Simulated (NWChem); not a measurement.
Species: SiHOI₂Cl; SMILES I[Si](Cl)(O)I

```xyz
6

O     -1.0426    -0.0907    -2.0020
Si    -0.6940    -0.0145    -0.3988
Cl    -2.4230     0.0312     0.7135
I      0.5687    -2.0112     0.1162
I      0.5773     2.0061     0.1076
H     -1.4903     0.6687    -2.3933
```
Atoms are numbered in this order, from 1.

Results from NWChem. Geometry: optimised at PBE0/def2-SVP. No frequency run checked for a minimum. def2 effective core potentials on I; no spin-orbit coupling. Level M06-L/def2-SVP: energy and gradient on several grids; changes count from the extra-fine grid, which is no exact limit either.

```json
[
 {"grid": "xcoarse", "size of the energy change (μHa)": "3000", "largest change of a gradient component (μHa/bohr)": "3000"},
 {"grid": "coarse", "size of the energy change (μHa)": "100", "largest change of a gradient component (μHa/bohr)": "500"},
 {"grid": "medium", "size of the energy change (μHa)": "10", "largest change of a gradient component (μHa/bohr)": "500"},
 {"grid": "fine", "size of the energy change (μHa)": "< 10", "largest change of a gradient component (μHa/bohr)": "< 30"},
 {"grid": "xfine", "size of the energy change (μHa)": "< 10", "largest change of a gradient component (μHa/bohr)": "< 30"}
]
```
